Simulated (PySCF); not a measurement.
Si(H)(F)(Et)(OH) (C2H7FOSi), SMILES CC[SiH](O)F.

Geometry optimised at PBE-D3(BJ)/def2-SVP. Other conformers were not sampled.

Two levels are set side by side: TDA-PBE/def2-SVPD (PySCF) and TDA-B3LYP/def2-SVPD (PySCF). Vertical, same geometry. The lowest singlet is HOMO→LUMO 99 % with PBE and HOMO→LUMO 98 % with the other functional; states are paired by order. Differences are taken from unrounded values.

```
quantity                               TDA-B3LYP  TDA-PBE  TDA-PBE minus TDA-B3LYP
-------------------------------------  ---------  -------  -----------------------
lowest singlet excitation (eV)              7.26     6.63                    -0.63
lowest triplet excitation (TDA) (eV)        7.05     6.46                    -0.60
first bright state (f over 0.05) (eV)       8.76     8.15                    -0.62
its oscillator strength                     0.11     0.07                    -0.05
```

A lower first singlet is the usual sign of a functional without exact exchange. Differences between two approximate levels are no errors against the true value.

Rough cost on one machine, each run with all the roots and properties that it gave: TDA-B3LYP against TDA-PBE about 3 times.
